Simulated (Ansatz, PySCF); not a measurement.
Gas-phase reaction (SMILES): [AlH2][Cl] + Cl (HCl) -> [Cl][AlH][Cl] + [H][H] (H2); hydrogen chloride cleaves one Al-H bond, a model of a ligand-exchange step.

Each molecule is optimised on its own at B3LYP-D3(BJ)/def2-TZVP (Ansatz, an electronic-structure program). Correlated levels leave the core frozen unless marked. No spin-orbit coupling. No relativistic terms. Basis-set limits of correlation are two-point, X^-3; Hartree-Fock from the larger set (for Q and 5 zeta extrapolated as (X+1)exp(-9√X)). Thermal terms are rigid-rotor harmonic-oscillator values from B3LYP-D3(BJ) frequencies (Ansatz or PySCF) at 298.15 K and 1 atm. 1 Eh = 627.5095 kcal/mol.

| species | E, CCSD(T)/CBS(cc-pV(Q+d)Z,cc-pV(5+d)Z) (Ansatz) (Eh) | E, wB97X-V/def2-TZVPD (Ansatz) (Eh) | H - E (Eh) |
|---|---|---|---|
| [AlH2][Cl] | -703.03884 | -703.79476 | 0.01898 |
| Cl (HCl) | -460.37772 | -460.74931 | 0.01000 |
| [Cl][AlH][Cl] | -1162.29931 | -1163.42557 | 0.01512 |
| [H][H] (H2) | -1.17453 | -1.17238 | 0.01336 |

Q: Work out ΔE and ΔH at 298.15 K at the first level, then ΔH at the second.

A: 
1. ΔE = [(-1162.29931) + (-1.17453)] - [(-703.03884) + (-460.37772)] = -0.05728 Eh = -35.9 kcal/mol at CCSD(T)/CBS(cc-pV(Q+d)Z,cc-pV(5+d)Z).
2. The terms H - E add up to -0.00050 Eh, so ΔH = (-0.05728 + (-0.00050))×627.5095 = -36.3 kcal/mol.
3. At wB97X-V/def2-TZVPD the same steps give ΔE = -33.8 and ΔH = -34.1 kcal/mol, a shift of +2.2 from the first level.
4. These values are not checked against measurement here, since the tables used lack a sound gas-phase enthalpy of formation for at least one species.
